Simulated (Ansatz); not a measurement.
Job for Ansatz (an electronic-structure program): U-SVWN5/def2-TZVPP on F2Re (SMILES [F][Re][F]), 2S+1 = 4, a spin state set in the input, which need not be the lowest. Elements past Kr take the def2 small-core potentials; no spin–orbit coupling.

Ansatz 0.2 input:
```yaml
crystal:
  periodic: [false, false, false]
  atoms:
    - {symbol: Re, position_ang: [-0.00278079, 0.02224002, -0.01771784]}
    - {symbol: F, position_ang: [-0.24203196, 1.38847982, -1.25258262]}
    - {symbol: F, position_ang: [0.21154403, -1.36334824, 1.20008083]}
basis:
  gaussian:
    orbitals: def2-TZVPP
hamiltonian:
  xc: {name: SVWN5}
magnetization: {spin_polarized: true, initial_magnetization: 3}
```

**Question.** What total energy does the run end on?

**Answer.** -276.6727 hartree.

**Question.** How many basis functions does it have, and what does it roughly cost on one machine?

**Answer.** 118 functions; about 40 core-seconds (a rough figure).
